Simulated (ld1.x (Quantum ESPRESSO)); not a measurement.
## Building the TM semilocal potential for In (Z = 49) (revPBE, scalar-relativistic).

The input file (ld1.x (Quantum ESPRESSO) 7.5):

```
&input
   title='In', zed=49., rel=1, dft='REVPBE', iswitch=3,
   config='[Kr] 4d10 5s1.75 5p1.25 5d-2',
   nld=3, rlderiv=3.10, eminld=-3.0, emaxld=5.0, deld=0.02
 /
 &inputp
   pseudotype=1, tm=.true., lloc=1,
   nlcc=.true., new_core_ps=.true., rcore=1.95,
   file_pseudopw='In.pp', file_wfcaegen='ae.wfc', file_wfcncgen='nc.wfc'
 /
3
5S  1  0   1.75   0.00  2.05  2.05  0.0
5D  3  2  -2.00   0.05  2.85  2.85  0.0
5P  2  1   1.25   0.00  2.75  2.75  0.0
 &test
   configts(1)='5s1.75 5p1.25'
 /
```

Command:

```bash
ld1.x < In.in > In.out
```

Output (shortened: banner, matrices, multipoles, cross overlaps and the repeated all-electron block are left out):

```
Program LD1 v.7.5
     --------------------------- All-electron run ----------------------------

     In
     scalar relativistic calculation

     atomic number is 49.00
     dft =REVPBE   lsd =0 sic =0 latt =0  beta=0.20 tr2=1.0E-14
     Exchange-correlation= REVPBE
                           (   1   4   4   4   0   0   0)
     mesh =1241 r(mesh) = 100.30140 a.u. xmin = -7.00 dx = 0.01250
     1 Ry =  13.60569312 eV, c = 137.03599908

     n l     nl                  e(Ry)          e(Ha)          e(eV)
     1 0     1S 1( 2.00)     -2040.0221     -1020.0111    -27755.9149
     2 0     2S 1( 2.00)      -305.4779      -152.7390     -4156.2386
     2 1     2P 1( 6.00)      -274.1556      -137.0778     -3730.0774
     3 0     3S 1( 2.00)       -57.9956       -28.9978      -789.0698
     3 1     3P 1( 6.00)       -47.7401       -23.8701      -649.5374
     4 0     4S 1( 2.00)        -8.8270        -4.4135      -120.0980
     4 1     4P 1( 6.00)        -5.7743        -2.8872       -78.5637
     3 2     3D 1(10.00)       -31.8316       -15.9158      -433.0909
     4 2     4D 1(10.00)        -1.3986        -0.6993       -19.0289
     5 0     5S 1( 1.75)        -0.6172        -0.3086        -8.3969
     5 1     5P 1( 1.25)        -0.1941        -0.0970        -2.6402

     final scf error:  7.6E-15 reached in  28 iterations

     Etot =  -11763.636489 Ry,   -5881.818244 Ha, -160052.428075 eV

     Ekin =   12261.536989 Ry,    6130.768494 Ha,  166826.709488 eV
     Encl =  -28441.888496 Ry,  -14220.944248 Ha, -386971.606713 eV
     Eh   =    4736.153211 Ry,    2368.076605 Ha,   64438.647172 eV
     Exc  =    -319.438193 Ry,    -159.719096 Ha,   -4346.178022 eV

     normalization and overlap integrals

     s(1S/1S) =  1.000000  <r> =   0.0297  <r2> =    0.0012  r(max) =   0.0192
     s(2S/2S) =  1.000000  <r> =   0.1285  <r2> =    0.0195  r(max) =   0.1090
     s(2P/2P) =  1.000000  <r> =   0.1122  <r2> =    0.0154  r(max) =   0.0870
     s(3S/3S) =  1.000000  <r> =   0.3485  <r2> =    0.1389  r(max) =   0.3153
     s(3P/3P) =  1.000000  <r> =   0.3471  <r2> =    0.1398  r(max) =   0.3075
     s(4S/4S) =  1.000000  <r> =   0.8482  <r2> =    0.8145  r(max) =   0.7658
     s(4P/4P) =  1.000000  <r> =   0.9219  <r2> =    0.9725  r(max) =   0.8152
     s(3D/3D) =  1.000000  <r> =   0.3243  <r2> =    0.1250  r(max) =   0.2581
     s(4D/4D) =  1.000000  <r> =   1.1806  <r2> =    1.6751  r(max) =   0.9354
     s(5S/5S) =  1.000000  <r> =   2.5985  <r2> =    7.7588  r(max) =   2.1612
     s(5P/5P) =  1.000000  <r> =   3.7047  <r2> =   16.3224  r(max) =   2.8453

     ------------------------ End of All-electron run ------------------------

     --------------------- Generating NC pseudopotential ---------------------

      Generating local pot.: lloc=1, matching radius rcloc =   2.7500

      Computing core charge for nlcc:

       r > 1.96 : true rho core
      Core charge pseudized with two Bessel functions
      Integrated core pseudo-charge :  10.69

      Wfc   5S  rcut= 2.030  Using Troullier-Martins method

      Wfc   5D  rcut= 2.881  Using Troullier-Martins method

     ------------------- End of pseudopotential generation -------------------

     Computing logarithmic derivative in   3.08623
     Computing logarithmic derivative in   3.08623
     Computing the partial wave expansion
     R is outside the sphere for l=    0 j= 0.00
       no projector for channel:   1
     R is outside the sphere for l=    2 j= 0.00

     ---------------------- Testing the pseudopotential ----------------------

     In
     scalar relativistic calculation

     atomic number is 49.00   valence charge is  3.00
     dft =REVPBE   lsd =0 sic =0 latt =0  beta=0.20 tr2=1.0E-14
     mesh =1241 r(mesh) = 100.30140 xmin = -7.00 dx = 0.01250

     n l     nl             e AE (Ry)        e PS (Ry)    De AE-PS (Ry)
     1 0     5S   1( 1.75)       -0.61716       -0.61717        0.00000
     2 1     5P   1( 1.25)       -0.19405       -0.19405        0.00000

     eps = 3.7E-15  iter =  9

     Etot =  -11763.636489 Ry,   -5881.818244 Ha, -160052.428075 eV
     Etotps =   -17.736968 Ry,      -8.868484 Ha,    -241.323748 eV

     Ekin =       1.264204 Ry,       0.632102 Ha,      17.200375 eV
     Encl =      -5.915609 Ry,      -2.957805 Ha,     -80.485967 eV
     Ehrt =       2.683967 Ry,       1.341984 Ha,      36.517233 eV
     Ecxc =     -15.579794 Ry,      -7.789897 Ha,    -211.973899 eV
     (Ecc =     -13.930732 Ry,      -6.965366 Ha,    -189.537268 eV)
     Epseu=      -0.189736 Ry,      -0.094868 Ha,      -2.581490 eV

     ---------------------- End of pseudopotential test ----------------------
```

Generation and configuration tests took about 1.5 s on one core of a shared server CPU.

Transferability test of the new file with ld1.x, input:

```
&input
   title='In', zed=49., rel=1, dft='REVPBE', iswitch=2,
   config='[Kr] 4d10 5s1.75 5p1.25 5d-2'
 /
 &test
   file_pseudo='In.pp', nconf=8,
   configts(1)='5s1.75 5p1.25',
   configts(2)='5s2 5p1',
   configts(3)='5s2 5p0',
   configts(4)='5s1 5p0',
   configts(5)='5s0 5p3',
   configts(6)='5s2 5p0.5',
   configts(7)='5s1 5p2',
   configts(8)='5s2 5p1.3'
 /
```

```bash
ld1.x < In.test.in > In.test.out
```

Pseudopotential blocks of its output, shortened (energy terms left out):

```
     ---------------------- Testing the pseudopotential ----------------------

     n l     nl             e AE (Ry)        e PS (Ry)    De AE-PS (Ry)
     1 0     5S   1( 1.75)       -0.61716       -0.61717        0.00000
     2 1     5P   1( 1.25)       -0.19405       -0.19405        0.00000

     eps = 5.0E-15  iter = 16

     Etot =  -11763.636489 Ry,   -5881.818244 Ha, -160052.428075 eV
     Etotps =   -17.736968 Ry,      -8.868484 Ha,    -241.323743 eV

     ---------------------- End of pseudopotential test ----------------------

          ---------------------- Testing the pseudopotential ----------------------

     n l     nl             e AE (Ry)        e PS (Ry)    De AE-PS (Ry)
     1 0     5S   1( 2.00)       -0.59796       -0.59695       -0.00101
     2 1     5P   1( 1.00)       -0.18037       -0.18017       -0.00020

     eps = 9.3E-16  iter = 13

     Etot =  -11763.741569 Ry,   -5881.870785 Ha, -160053.857769 eV
     Etotps =   -17.841965 Ry,      -8.920983 Ha,    -242.752302 eV
     dEtot_ae =      -0.105081 Ry
     dEtot_ps =      -0.104997 Ry,   Delta E=      -0.000083 Ry

     ---------------------- End of pseudopotential test ----------------------

          ---------------------- Testing the pseudopotential ----------------------

     n l     nl             e AE (Ry)        e PS (Ry)    De AE-PS (Ry)
     1 0     5S   1( 2.00)       -1.08802       -1.09140        0.00337
     2 1     5P   1( 0.00)       -0.61234       -0.61471        0.00238

     eps = 5.3E-15  iter =  7

     Etot =  -11763.353532 Ry,   -5881.676766 Ha, -160048.578253 eV
     Etotps =   -17.453235 Ry,      -8.726618 Ha,    -237.463359 eV
     dEtot_ae =       0.282957 Ry
     dEtot_ps =       0.283733 Ry,   Delta E=      -0.000776 Ry

     ---------------------- End of pseudopotential test ----------------------

          ---------------------- Testing the pseudopotential ----------------------

     n l     nl             e AE (Ry)        e PS (Ry)    De AE-PS (Ry)
     1 0     5S   1( 1.00)       -1.72642       -1.75081        0.02439  !
     2 1     5P   1( 0.00)       -1.18086       -1.19791        0.01705  !

     eps = 6.9E-15  iter =  8

     Etot =  -11761.950913 Ry,   -5880.975456 Ha, -160029.494648 eV
     Etotps =   -16.037528 Ry,      -8.018764 Ha,    -218.201679 eV
     dEtot_ae =       1.685576 Ry
     dEtot_ps =       1.699440 Ry,   Delta E=      -0.013865 Ry

     ---------------------- End of pseudopotential test ----------------------

          ---------------------- Testing the pseudopotential ----------------------

     n l     nl             e AE (Ry)        e PS (Ry)    De AE-PS (Ry)
     1 0     5S   1( 0.00)       -0.73314       -0.74034        0.00720  !
     2 1     5P   1( 3.00)       -0.27853       -0.28006        0.00153

     eps = 7.3E-15  iter = 10

     Etot =  -11762.867233 Ry,   -5881.433616 Ha, -160041.961813 eV
     Etotps =   -16.962638 Ry,      -8.481319 Ha,    -230.788441 eV
     dEtot_ae =       0.769256 Ry
     dEtot_ps =       0.774330 Ry,   Delta E=      -0.005074 Ry

     ---------------------- End of pseudopotential test ----------------------

          ---------------------- Testing the pseudopotential ----------------------

     n l     nl             e AE (Ry)        e PS (Ry)    De AE-PS (Ry)
     1 0     5S   1( 2.00)       -0.83034       -0.83054        0.00020
     2 1     5P   1( 0.50)       -0.38404       -0.38440        0.00036

     eps = 9.6E-15  iter =  9

     Etot =  -11763.601689 Ry,   -5881.800845 Ha, -160051.954604 eV
     Etotps =   -17.702060 Ry,      -8.851030 Ha,    -240.848792 eV
     dEtot_ae =       0.034799 Ry
     dEtot_ps =       0.034908 Ry,   Delta E=      -0.000109 Ry

     ---------------------- End of pseudopotential test ----------------------

          ---------------------- Testing the pseudopotential ----------------------

     n l     nl             e AE (Ry)        e PS (Ry)    De AE-PS (Ry)
     1 0     5S   1( 1.00)       -0.67025       -0.67332        0.00307
     2 1     5P   1( 2.00)       -0.23249       -0.23312        0.00062

     eps = 1.2E-15  iter =  9

     Etot =  -11763.313558 Ry,   -5881.656779 Ha, -160048.034373 eV
     Etotps =   -17.413076 Ry,      -8.706538 Ha,    -236.916971 eV
     dEtot_ae =       0.322931 Ry
     dEtot_ps =       0.323892 Ry,   Delta E=      -0.000961 Ry

     ---------------------- End of pseudopotential test ----------------------

          ---------------------- Testing the pseudopotential ----------------------

     n l     nl             e AE (Ry)        e PS (Ry)    De AE-PS (Ry)
     1 0     5S   1( 2.00)       -0.47589       -0.47478       -0.00110
     2 1     5P   1( 1.30)       -0.07429       -0.07416       -0.00014

     eps = 7.5E-15  iter = 15

     Etot =  -11763.779394 Ry,   -5881.889697 Ha, -160054.372405 eV
     Etotps =   -17.879740 Ry,      -8.939870 Ha,    -243.266255 eV
     dEtot_ae =      -0.142906 Ry
     dEtot_ps =      -0.142772 Ry,   Delta E=      -0.000134 Ry

     ---------------------- End of pseudopotential test ----------------------
```
